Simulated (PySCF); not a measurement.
Predicted microwave data (PBE0/pcSseg-1 in PySCF (dipole) on a GFN2-xTB geometry, gas phase) for one isomer of C7H12F2Si:

* Rotational constants: A = 1427, B = 835.5, C = 549.3 MHz
* Dipole components: |μa| = 0.46 D, |μb| = 0.06 D, |μc| = 0.15 D
* Inertial defect: -39.05 u·Å²
* κ: -0.35

Question: Which structure is it? (One computed conformer of each.)
A. `[CH3:1][C:2]1=[CH:3][C@@H:4]([F:5])[CH2:6][CH2:7][C@@H:8]([F:9])[SiH2:10]1` with C2–C3–C4–F5 169°, C3–C4–C6–C7 96°, C4–C6–C7–C8 -73°, C6–C7–C8–F9 -61°
B. `[CH3:1][SiH2:2][C:3]1=[CH:4][C@@H:5]([F:6])[CH2:7][CH2:8][C@@H:9]1[F:10]` with C1–Si2–C3–C4 -13°, C3–C4–C5–F6 -138°, C4–C5–C7–C8 47°, C5–C7–C8–C9 -64°, C7–C8–C9–F10 172°

Answer: B. It is C[SiH2]C1=C[C@@H](F)CC[C@@H]1F, an asymmetric top, point group C1. The candidates at the same level (rigid rotor, commonest isotopes):

```
                          SMILES  A (MHz)  B (MHz)  C (MHz)  μa (D)  μb (D)  μc (D)  Δ (u·Å²)  point group           rotor
CC1=C[C@@H](F)CC[C@@H](F)[SiH2]1     1255     1056    691.6    1.08    0.08    1.23   -150.68           C1  asymmetric top
  C[SiH2]C1=C[C@@H](F)CC[C@@H]1F     1427    835.5    549.3    0.46    0.06    0.15    -39.05           C1  asymmetric top
```

`CC1=C[C@@H](F)CC[C@@H](F)[SiH2]1` has B 26 % too high. No structure here is proved a minimum.
